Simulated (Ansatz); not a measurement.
`C=C[SiH2][AlH2]` + HCl → `C=C[SiH2]Cl` + `[AlH3]` at 700 K and 1 bar (cleavage of the Si–Al bond).

Gas-phase electronic energies from Ansatz, PBE0-D4/def2-TZVP geometries. CCSD(T)/CBS adds triple-zeta CCSD(T) − MP2 to the extrapolated MP2 energy (def2 sets, frozen cores). This one scheme is used for every species. Each species was taken in one conformer, which may not be the lowest.

```json
{"species": "`C=C[SiH2][AlH2]`", "CCSD(T)/CBS energy (Eh)": "-611.35956", "H − E (kJ/mol)": "272.7", "S (J/(mol·K))": "483.1"}
{"species": "HCl", "CCSD(T)/CBS energy (Eh)": "-460.38127", "H − E (kJ/mol)": "38.4", "S (J/(mol·K))": "211.8"}
{"species": "`C=C[SiH2]Cl`", "CCSD(T)/CBS energy (Eh)": "-827.99751", "H − E (kJ/mol)": "225.8", "S (J/(mol·K))": "417.4"}
{"species": "`[AlH3]`", "CCSD(T)/CBS energy (Eh)": "-243.78045", "H − E (kJ/mol)": "80.2", "S (J/(mol·K))": "251.4"}
```

H − E and S are ideal-gas, rigid-rotor, harmonic terms from PBE0-D4/def2-TZVP, for one conformer and one mirror image of each species. 1 Eh = 2625.50 kJ/mol, R = 8.31446 J/(mol·K).

Problem. By hand: ΔE, ΔH, ΔS and ΔG.

Solution. ΔE = (-827.99751) + (-243.78045) − (-611.35956) − (-460.38127) = -0.03713 Eh = -97.5 kJ/mol. Δ(H − E) = 225.8 + 80.2 − 272.7 − 38.4 = -5.1, so ΔH = -102.6 kJ/mol. ΔS = 417.4 + 251.4 − 483.1 − 211.8 = -26.1 J/(mol·K). ΔG = -102.6 − 700 × (-26.1)/1000 = -84.3 kJ/mol.

Problem. By hand: the equilibrium constant, and the temperature at which ΔG would vanish if ΔH and ΔS stayed fixed.

Solution. log₁₀ K = −ΔG/(RT ln 10) = 6.3. ΔG = 0 at ΔH/ΔS = 3931 K, far beyond where these terms or the molecules hold.

ΔH outweighs TΔS. A doubt of 5 kJ/mol in ΔE shifts log₁₀ K by 0.4 here. Other conformers and mirror images would add mixing entropy, several J/(mol·K) or more a flexible species. Modes under 60 cm⁻¹, often nearly free rotors, make the harmonic entropy too high. These are equilibria of isolated gas molecules and say nothing of rates. Largest T1 diagnostic: 0.012 (customary marks: 0.02 for closed shells, 0.045 for open ones).
